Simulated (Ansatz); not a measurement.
`[SiH3][O][GeH]` + `[OH][GeH2][F]` → `[OH][GeH]([F])[SiH3]` + `[OH][GeH]`  (formal exchange of groups at the Si–O bond)

Gas-phase electronic energies from Ansatz, PBE0-D4/def2-TZVP geometries. CBS: MP2 limit from def2 TZ/QZ plus the TZ coupled-cluster correction, frozen cores. Functionals use def2-TZVPP. HSE06 is defined as in plane-wave codes. For Ge outer-core shells are correlated without core-valence functions, which leaves a few kJ/mol of doubt a bond. Scalar relativity is left out up to krypton. Each species was taken in one conformer, which may not be the lowest.

| level | ΔE (eV) |
| --- | --- |
| HSE06-D4 | 0.66 |
| revPBE | 0.55 |

(1) What does CCSD(T)/CBS give? (Best estimate.)

(2) What do rigid-rotor, harmonic-oscillator terms from PBE0-D4/def2-TZVP frequencies (298.15 K, 1 bar) make of the CCSD(T)/CBS value? (Estimate.)

Largest T1 diagnostic among the species: 0.016.

Results:

(1) Ansatz gave: +0.81 eV. The listed levels differ from it by -0.15, -0.26 eV.

(2) Ansatz gave: ΔZPE = +0.04 eV, ΔH = +0.86 eV, ΔS = 1 J/(mol·K), ΔG = +0.86 eV.

In def2-TZVPP, CCSD(T) changes the Hartree–Fock value by −0.27 eV (the triples alone add −0.03 eV) and MP2 by −0.20 eV. From PBE to PBE0 (25 % exact exchange), in def2-TZVPP and without D4, ΔE moves by +0.10 eV.
